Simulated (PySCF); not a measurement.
From one molecule to another.

First species: SiEt3I, C₆H₁₅ISi.
SMILES: `CC[Si](I)(CC)CC`

Second species: C2H9GaO.
SMILES: `C[O+](C)[GaH3-]`

Levels: CAM-B3LYP/def2-SVPD for HOMO energy, LUMO energy, HOMO–LUMO gap and static isotropic polarisability; TDDFT CAM-B3LYP/def2-SVPD for lowest singlet excitation; TDA CAM-B3LYP/def2-SVPD for lowest triplet excitation (Tamm–Dancoff). Geometries: PBE0-D3(BJ)/def2-SVP. All species are isolated and taken at one optimised geometry (atoms past krypton carry core potentials, spin–orbit coupling is left out); the electronic structure was computed with PySCF and density fitting.

```csv
property,column X,column Y
HOMO energy,-8.43 eV,-8.95 eV
LUMO energy,0.76 eV,0.78 eV
HOMO–LUMO gap,9.19 eV,9.73 eV
lowest singlet excitation,5.98 eV,6.49 eV
lowest triplet excitation (Tamm–Dancoff),5.58 eV,6.02 eV
static isotropic polarisability,133.1 au,65.5 au
```

Problem. Which column belongs to which species?

Solution. Column X is the first species and column Y the second. The first has 23 atoms and 118 electrons, the second 13 and 60.

Problem. How does each property change from the first species to the second?

Solution. HOMO energy -0.52 eV; LUMO energy +0.02 eV; HOMO–LUMO gap +0.54 eV; lowest singlet excitation +0.51 eV; lowest triplet excitation (Tamm–Dancoff) +0.44 eV; static isotropic polarisability -67.6 au.

On the first: The vertical singlet–triplet gap S1 − T1 is 0.40 eV (TDDFT singlet less Tamm–Dancoff triplet). S1 lies 3.21 eV below the HOMO–LUMO gap. Atoms past krypton carry effective core potentials; spin–orbit coupling is left out.

On the second: The 10 singlets span 6.49 to 8.67 eV, and their oscillator strengths add up to 0.45. No computed singlet falls in the visible range (750 to 380 nm, 1.65 to 3.26 eV); S1 lies 3.23 eV above its blue end. The calculation is non-relativistic and has no spin–orbit coupling, an omission that weighs most on gallium.

One conformer stands for the species.
